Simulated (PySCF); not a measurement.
## Magnetisability: `CN[N](C)[GeH3]`, C2H10GeN2

Geometry (Å), atoms numbered from 1 in this order:
```xyz
15

C     1.776    0.707    0.715
N     1.021   -0.230   -0.101
N    -0.373    0.038   -0.091
C    -1.087   -0.430    1.076
Ge   -1.027   -0.037   -1.793
H     2.836    0.506    0.566
H     1.550    1.712    0.363
H     1.552    0.647    1.787
H     1.198   -1.184    0.223
H    -0.737    0.086    1.974
H    -2.144   -0.205    0.938
H    -0.977   -1.513    1.233
H    -2.423    0.501   -1.746
H    -0.106    0.826   -2.579
H    -1.064   -1.414   -2.413
```

Method: GIAO B97-2/pcSseg-1 magnetisability, rotational g tensor and spin-rotation constants, non-relativistic, gas phase in PySCF 2.14.0. Geometry: GFN2-xTB.

The calculation is non-relativistic, which matters for the atoms heavier than Zn.

**Question.** What are the magnetisability and the molar susceptibility?

**Answer.** Isotropic -1124 × 10⁻³⁰ J/T², or -67.7 × 10⁻⁶ cm³/mol; principal values -1205, -1127, -1040 × 10⁻³⁰ J/T², anisotropy 143 × 10⁻³⁰ J/T² (root of half the summed squared differences of the principal values). The susceptibility is in cgs units.

**Question.** Split it along the inertial axes a, b, c into diamagnetic and paramagnetic parts about the centre of mass, with the quadrupole moment.

**Answer.** 
```csv
axis,χ (10⁻⁶ cm³/mol),diamagnetic (10⁻⁶ cm³/mol),paramagnetic (10⁻⁶ cm³/mol),summed x² of all electrons (Å²),quadrupole Θ (D Å)
a,-72.2,-332.3,260.1,157.5,+3.34
b,-68.1,-754.1,686.0,58.1,-1.44
c,-62.8,-914.5,851.6,20.3,-1.90
```
Anisotropies 2χaa − χbb − χcc = -13.5 and 2χbb − χaa − χcc = -1.1 × 10⁻⁶ cm³/mol. Θ is traceless in Buckingham's convention.

**Question.** And the rotational g tensor?

**Answer.** 
```
axis  rotational constant (GHz)        g  nuclear part  electronic part
   a                     5.6289  -0.0210        0.6668          -0.6879
   b                     1.8004  -0.0078        0.5724          -0.5803
   c                     1.4692  -0.0098        0.5780          -0.5878
```
Asymmetric top; isotopes 12C, 74Ge, 1H, 14N; no vibrational averaging.
